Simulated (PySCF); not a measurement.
SMILES CC(C)c1cccc(F)c1 (GFN2-xTB optimised geometry):

```
21

C     -1.213    -2.307    -1.206
C     -1.562    -1.447     0.010
C     -1.303    -2.213     1.310
C     -0.791    -0.151     0.000
C     -1.455     1.069     0.002
C     -0.758     2.265     0.003
C      0.625     2.269     0.002
C      1.278     1.051     0.000
F      2.630     1.031    -0.001
C      0.599    -0.151     0.000
H     -1.832    -3.202    -1.221
H     -0.171    -2.615    -1.179
H     -1.384    -1.752    -2.125
H     -2.630    -1.207    -0.037
H     -1.903    -3.119     1.339
H     -0.255    -2.491     1.391
H     -1.562    -1.599     2.170
H     -2.535     1.084     0.003
H     -1.295     3.202     0.006
H      1.192     3.186     0.004
H      1.163    -1.070     0.000
```

Level of theory: PySCF 2.14.0 with CAM-B3LYP/def2-SVP.

### Question
What are the frontier orbital energies and the dipole moment?

### Answer
HOMO-2 -10.65 eV, HOMO-1 -8.53 eV, HOMO -8.20 eV, LUMO 0.88 eV, LUMO+1 1.28 eV; dipole moment 1.77 D.

Meta-Löwdin charges at CAM-B3LYP/def2-SVP: C1 -0.28, C2 -0.04, C3 -0.28, C4 0.03, C5 -0.13, C6 -0.09, C7 -0.15, C8 0.29, F9 -0.27, C10 -0.16, H11 0.09, H12 0.09, H13 0.10, H14 0.08, H15 0.09, H16 0.09, H17 0.10, H18 0.10, H19 0.11, H20 0.12, H21 0.11.
